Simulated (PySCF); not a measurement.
**Copper: a sound run and one with changed settings**

Sound run: Cu [Ar] 3d10 4s1, Cu⁺ [Ar] 3d10. All numbers are calculated (PySCF 2.14, scalar relativity by spin-free X2C-1e, in cc-pVTZ-DK (7s6p4d2f1g, 68 functions)). In the sound run the correlated levels freeze [Ar]. The sound run starts from symmetry-adapted Hartree-Fock orbitals and uses a fine grid where one is needed.

Changed run: all electrons correlated in a basis built for the valence shell.

| species | method | sound run (hartree) | changed run (hartree) | converged |
| --- | --- | --- | --- | --- |
| Cu | MP2 | -1653.65629 | -1654.10369 | yes |
| Cu⁺ | MP2 | -1653.38158 | -1653.82596 | yes |

Ionisation energy of Cu:

| method | sound run (eV) | changed run (eV) |
| --- | --- | --- |
| UHF | 6.574 | 6.574 |
| MP2 | 7.475 | 7.557 |
| SCS-MP2 | 7.326 | 7.377 |

A valence basis has no tight correlating functions, so it recovers only part of the core correlation, and not evenly between atom and ion.

For comparison, NIST gives 7.726 eV between the lowest levels.
